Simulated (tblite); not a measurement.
Species: C7H11 (doublet state).
Numbering: `[CH3:1][CH2:2][C:3]1=[C:4][CH2:5][C@H:6]1[CH3:7]` (hydrogens: H8, H9, H10 on C1; H11, H12 on C2; H13, H14 on C5; H15 on C6; H16, H17, H18 on C7)

Structure optimised with GFN2-xTB, isolated species. This method treats the open shell by occupation alone, without spin polarisation.

Task: List the bond lengths, angles and torsions at this level.

Result: 
```csv
bond,length (Å),order
C1–C2,1.530,single
C2–C3,1.480,single
C3=C4,1.324,double
C4–C5,1.504,single
C5–C6,1.552,single
C6–C7,1.516,single
C3–C6,1.535,single
"C1–H8, C1–H9, C1–H10",1.088,single
C2–H11,1.092,single
C2–H12,1.095,single
C5–H13,1.088,single
C5–H14,1.088,single
C6–H15,1.093,single
"C7–H16, C7–H17, C7–H18",1.088,single
```

Bonds in one row agree within 0.01 Å and their mean is given. Orders are formal, as drawn. A selection of angles:
```csv
angle,degrees
C2–C1–H8,110.3
C2–C1–H9,110.7
H8–C1–H9,108.5
H8–C1–H10,108.6
C1–C2–C3,111.6
C1–C2–H11,109.8
C1–C2–H12,109.1
C3–C2–H11,108.9
C3–C2–H12,109.3
H11–C2–H12,108.0
C2–C3–C4,139.1
C2–C3–C6,130.4
C4–C3–C6,90.5
C3–C4–C5,98.2
C4–C5–C6,83.5
C4–C5–H13,115.4
C4–C5–H14,115.3
C6–C5–H13,115.6
C6–C5–H14,114.9
H13–C5–H14,110.1
C5–C6–C7,115.7
C5–C6–H15,112.2
C7–C6–H15,111.7
C3–C6–C5,87.8
C3–C6–C7,115.1
C3–C6–H15,112.5
C6–C7–H16,110.3
H16–C7–H17,108.4
H16–C7–H18,108.7
```

Torsions: C1–C2–C3–C4 119° (anticlinal); C2–C3–C4–C5 180° (antiperiplanar); C3–C4–C5–C6 0° (synperiplanar); C4–C5–C6–C7 -117° (anticlinal); C2–C3–C6–C5 180° (antiperiplanar).

The 4-membered ring C3–C4–C5–C6 has internal angles of 83.5° to 98.2°; it is planar, 0.00 Å rms from its mean plane, widest ring torsion 0°. C3 (carbon bonded to 3 C) is planar (angles 139.1°, 130.4° and 90.5°, sum 360.0°, 0.00 Å off the plane of its three neighbours). The C–C distances run from 1.324 Å (C3=C4, drawn double) to 1.552 Å (C5–C6, drawn single), a spread of 0.228 Å.

Point group: C1 (no symmetry element, even within 0.4 Å). Its GFN2-xTB frequencies are all real (lowest 44 cm⁻¹).

Hardware: an AMD EPYC 9R45 with one thread, on a shared host. Cost: 0.34 s. These figures are those of the optimisation.

One conformer stands for the species.

All values are computed, not measured.
